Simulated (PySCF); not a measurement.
Below is a simulated gas-phase C 1s photoelectron spectrum of `C[C@@H]1CC[C@H]2CCC[C@H]21`.

Every computed line was given a Gaussian of 0.8 eV full width at half maximum and an area set by the number of equivalent atoms; the highest printed point is 100. Theory: PySCF 2.14.0, delta-SCF UKS SCAN, pcX-2 on the ionised atom, pcseg-1 elsewhere, spin-free X2C.

```json
{"binding energy (eV)": "288.7", "intensity": "0"}
{"binding energy (eV)": "288.8", "intensity": "0"}
{"binding energy (eV)": "288.9", "intensity": "0"}
{"binding energy (eV)": "289.0", "intensity": "1"}
{"binding energy (eV)": "289.1", "intensity": "2"}
{"binding energy (eV)": "289.2", "intensity": "5"}
{"binding energy (eV)": "289.3", "intensity": "9"}
{"binding energy (eV)": "289.4", "intensity": "16"}
{"binding energy (eV)": "289.5", "intensity": "26"}
{"binding energy (eV)": "289.6", "intensity": "40"}
{"binding energy (eV)": "289.7", "intensity": "56"}
{"binding energy (eV)": "289.8", "intensity": "73"}
{"binding energy (eV)": "289.9", "intensity": "87"}
{"binding energy (eV)": "290.0", "intensity": "97"}
{"binding energy (eV)": "290.1", "intensity": "100"}
{"binding energy (eV)": "290.2", "intensity": "95"}
{"binding energy (eV)": "290.3", "intensity": "84"}
{"binding energy (eV)": "290.4", "intensity": "68"}
{"binding energy (eV)": "290.5", "intensity": "51"}
{"binding energy (eV)": "290.6", "intensity": "36"}
{"binding energy (eV)": "290.7", "intensity": "23"}
{"binding energy (eV)": "290.8", "intensity": "14"}
{"binding energy (eV)": "290.9", "intensity": "8"}
{"binding energy (eV)": "291.0", "intensity": "4"}
{"binding energy (eV)": "291.1", "intensity": "2"}
{"binding energy (eV)": "291.2", "intensity": "1"}
{"binding energy (eV)": "291.3", "intensity": "0"}
{"binding energy (eV)": "291.4", "intensity": "0"}
```

Question: Count the maxima, the lines and the sites behind this envelope.

Answer: The curve has 1 maximum (at 290.1 eV). Under it lie 9 lines from 9 inequivalent carbon sites. At this width some lines have no maximum of their own.

Question: Decompose the envelope and assign each component. Numbering: `[CH3:1][C@@H:2]1[CH2:3][CH2:4][C@H:5]2[CH2:6][CH2:7][CH2:8][C@@H:9]12`.

Answer: 
```json
{"position (eV)": "289.87", "relative area": "1", "line": "C 1s", "atoms": "C9", "environment": "sp3 carbon at a ring junction"}
{"position (eV)": "289.96", "relative area": "1", "line": "C 1s", "atoms": "C5", "environment": "sp3 carbon at a ring junction"}
{"position (eV)": "290.08", "relative area": "1", "line": "C 1s", "atoms": "C4", "environment": "ring CH2 carbon"}
{"position (eV)": "290.08", "relative area": "1", "line": "C 1s", "atoms": "C3", "environment": "ring CH2 carbon"}
{"position (eV)": "290.09", "relative area": "1", "line": "C 1s", "atoms": "C2", "environment": "sp3 CH carbon"}
{"position (eV)": "290.11", "relative area": "1", "line": "C 1s", "atoms": "C8", "environment": "ring CH2 carbon"}
{"position (eV)": "290.11", "relative area": "1", "line": "C 1s", "atoms": "C6", "environment": "ring CH2 carbon"}
{"position (eV)": "290.18", "relative area": "1", "line": "C 1s", "atoms": "C7", "environment": "ring CH2 carbon"}
{"position (eV)": "290.29", "relative area": "1", "line": "C 1s", "atoms": "C1", "environment": "methyl carbon"}
```

Lowest listed C 1s: C9, bonded to 3 C and H. Highest, 0.42 eV above it: C1, bonded to C and 3 H. The widest gap between neighbouring values is 0.12 eV, between 289.96 and 290.08 eV. Summing the Pauling electronegativity differences to the bonded atoms, each weighted by its formal bond order, gives -0.35 for the lowest site and -1.05 for the highest; the largest sum, -0.35, belongs to C2, 0.20 eV below the top. The smallest sum, -1.05, belongs to C1, 0.42 eV above the lowest. The values 290.08, 290.08, 290.09, 290.11 and 290.11 eV lie too close for their order to be trusted.

The curve has no shake-up lines and no vibrational structure. One conformer (not necessarily the lowest) at the PBE0-D3(BJ)/def2-SVP geometry, without solvent, vibrations or thermal averaging.

The run took 2.9 min of wall time on one thread, x86-64 server, on a shared host.
